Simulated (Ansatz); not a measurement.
Kohn–Sham single points on `[Cl][Ti]([Cl])([Br])[Br]`.

```yaml
crystal:
  periodic: [false, false, false]
  atoms:
    - {symbol: Cl, position_ang: [-0.718526, -0.228196, 2.048541]}
    - {symbol: Ti, position_ang: [0.015960, -0.021419, 0.026989]}
    - {symbol: Cl, position_ang: [1.796817, -1.218821, -0.225363]}
    - {symbol: Br, position_ang: [-1.609548, -0.732910, -1.461155]}
    - {symbol: Br, position_ang: [0.515297, 2.201346, -0.389002]}
basis:
  gaussian: {orbitals: def2-TZVPP}
hamiltonian: {xc: r2scan, dispersion: d4}
output: {forces: true, orbitals: {seedname: orbitals}}
```

```sh
$ ansatz run in.yaml --threads 4 --pin off --events-out ev --progress --plain --max-ram 11315MiB
```

Output, abridged:

```
Functional definition: r2SCAN
1772 factors; their error is unknown
mean field evaluation 1: about -188254.5711 eV, gradient 4.8e1 eV
mean field evaluation 2: about -188227.4122 eV, gradient 1.1e2 eV
mean field evaluation 4: about -188258.0606 eV, gradient 2.1e1 eV
mean field evaluation 8: about -188258.9241 eV, gradient 1.1e-1 eV
mean field evaluation 16: about -188258.8560 eV, gradient 6.6e-4 eV
mean field -188258.85604304 eV, -6918.3853531459 hartree, gradient 2.5e-5 eV, S^2 0.000000; 0 other end points of the search recorded, 0 dependent functions left out
reference -188258.85605598 eV, -6918.3853536214 hartree; 63, 63 occupied and 181, 181 virtual orbitals, 1772 factors
Total energy: -188258.91426023 eV, -6918.3874925881 hartree
Atom 0 at    -0.718526    -0.228196     2.048541 Å, force    -0.091447    -0.027993     0.257847 eV/Å
Atom 1 at     0.015960    -0.021419     0.026989 Å, force    -0.027882     0.037417    -0.047143 eV/Å
Atom 2 at     1.796817    -1.218821    -0.225363 Å, force     0.226468    -0.153199    -0.029553 eV/Å
Atom 3 at    -1.609548    -0.732910    -1.461155 Å, force    -0.157847    -0.072112    -0.143192 eV/Å
Atom 4 at     0.515297     2.201346    -0.389002 Å, force     0.050708     0.215888    -0.037959 eV/Å
Dipole moment:    -0.014985     0.020109    -0.025337 e Å
```

Hardware: 4 threads of an Arm Neoverse V1 on a shared host. Wall time 11 s, peak host memory 0.5 GiB.

The same input with `hamiltonian: {xc: hse06, dispersion: d4}` and no forces (abridged; 9.5 s):

```
Functional definition: HSE06
mean field evaluation 16: about -188231.1610 eV, gradient 3.9e-4 eV
mean field -188231.16097600 eV, -6917.3675782046 hartree, gradient 1.6e-5 eV, S^2 0.000000
Total energy: -188231.38598891 eV, -6917.3758472767 hartree
```

The same input with `hamiltonian: {xc: lda}` and no forces (abridged; 2.1 s):

```
Functional definition: SPW92
mean field evaluation 16: about -187932.6310 eV, gradient 2.2e-4 eV
mean field -187932.63095285 eV, -6906.3968022047 hartree, gradient 3.5e-5 eV, S^2 0.000000
Total energy: -187932.63099476 eV, -6906.3968037450 hartree
```

With the line `hamiltonian: {xc: {name: wB97M-V}}` (abridged; 28 s):

```
Functional definition: wB97M-V
mean field evaluation 16: about -188250.6467 eV, gradient 4.0e-4 eV
mean field -188250.64669541 eV, -6918.0836651849 hartree, gradient 5.7e-5 eV, S^2 0.000000
Total energy: -188250.64674788 eV, -6918.0836671134 hartree
Atom 0 force    -0.008065    -0.003290     0.024988 eV/Å
Atom 1 force    -0.017829     0.023926    -0.030146 eV/Å
Atom 2 force     0.021706    -0.015015    -0.001925 eV/Å
Atom 3 force     0.004972     0.001163     0.004993 eV/Å
Atom 4 force    -0.000783    -0.006785     0.002089 eV/Å
Dipole moment:    -0.006470     0.008682    -0.010939 e Å
```

With the line `hamiltonian: {xc: {name: BLYP}, dispersion: d4}` and no forces (abridged; 3.8 s):

```
Functional definition: BLYP
mean field evaluation 16: about -188264.0435 eV, gradient 2.9e-4 eV
mean field -188264.04353163 eV, -6918.5759898354 hartree, gradient 4.7e-5 eV, S^2 0.000000
Total energy: -188264.59049369 eV, -6918.5960903205 hartree
```

Changing it to `hamiltonian: {xc: {name: B3LYP}, dispersion: d4}` (abridged; 12 s):

```
Functional definition: B3LYP
mean field evaluation 16: about -188264.2406 eV, gradient 3.0e-4 eV
mean field -188264.24057280 eV, -6918.5832309647 hartree, gradient 2.1e-5 eV, S^2 0.000000
Total energy: -188264.68227553 eV, -6918.5994632409 hartree
Atom 0 force    -0.120492    -0.034542     0.333330 eV/Å
Atom 1 force    -0.023463     0.031486    -0.039671 eV/Å
Atom 2 force     0.293455    -0.197568    -0.040884 eV/Å
Atom 3 force    -0.217481    -0.096790    -0.198407 eV/Å
Atom 4 force     0.067981     0.297413    -0.054369 eV/Å
Dipole moment:    -0.016233     0.021784    -0.027447 e Å
```

HSE06 is the plane-wave form, built on full-range PBE exchange.

B3LYP takes the VWN-RPA correlation (the form of Gaussian; ORCA's B3LYP/G).
